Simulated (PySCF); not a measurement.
# How methods differ on the interval between two levels of O⁺

O⁺ [He] 2s2 2p3 [4S3/2, M_J = 3/2] → O⁺ [He] 2s1 2p3 3s1 [6S5/2, M_J = 5/2], as a difference of total energies. Computed with PySCF 2.14 in x2c-TZVPall-2c with one added diffuse shell each of s, p, d type (6s4p3d1f, 40 functions), with the two-component X2C-1e Hamiltonian. Correlated levels: 1s2 frozen. "Screened" scales the spin-orbit matrix elements by Boettger's factors to mimic the two-electron term; Breit and QED terms are absent.

```csv
method,interval between two levels (cm⁻¹)
GHF (screened spin-orbit),227500
GMP2 (screened spin-orbit),241660
```

The labels give the starting determinants; with spin-orbit coupling the two ends relaxed to ⟨J²⟩ = 3.76, ⟨L²⟩ = 0.00, ⟨S²⟩ = 3.76 and ⟨J²⟩ = 8.75, ⟨L²⟩ = 0.00, ⟨S²⟩ = 8.75.

The promoted electron is Rydberg-like, and one or two diffuse shells describe it only roughly, which tends to raise the upper state.
